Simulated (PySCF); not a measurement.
## Mg⁺ (magnesium, charge +1): UHF calculation

Configuration: [Ne] 3s1, 2S determinant. Computed with PySCF 2.14 in 6-31G* (4s3p1d, 18 functions), with no relativity, point nucleus.

```json
{
  "Total energy": "-199.352159 hartree",
  "One-electron energy": "-275.6243 hartree",
  "Hartree (Coulomb) energy": "92.1308 hartree",
  "Exchange energy": "-15.8586 hartree",
  "Kinetic energy": "199.28565 hartree",
  "⟨S²⟩": "0.7500",
  "⟨L²⟩": "0.000",
  "Sum of ⟨r⟩": "8.609 bohr",
  "Sum of ⟨r²⟩": "14.14 bohr²",
  "Density at the nucleus (Gaussians lack the cusp)": "1020 bohr⁻³",
  "Spin density at the nucleus": "1.38 bohr⁻³",
  "Langevin diamagnetic susceptibility": "-11.2 ×10⁻⁶ cm³/mol",
  "Time after the integrals": "0.05 s of wall time on 1 thread of Neoverse-V1 (shared host)"
}
```

| shell | electrons | mean orbital energy (hartree) | rms radius, mean of both spins (bohr) |
| --- | --- | --- | --- |
| 1s α | 1 | -49.35963 | 0.152 |
| 1s β | 1 | -49.35386 | 0.152 |
| 2s α | 1 | -4.09718 | 0.756 |
| 2s β | 1 | -4.08228 | 0.756 |
| 2p α | 3 | -2.61041 | 0.771 |
| 2p β | 3 | -2.60502 | 0.771 |
| 3s α | 1 | -0.54081 | 3.06 |
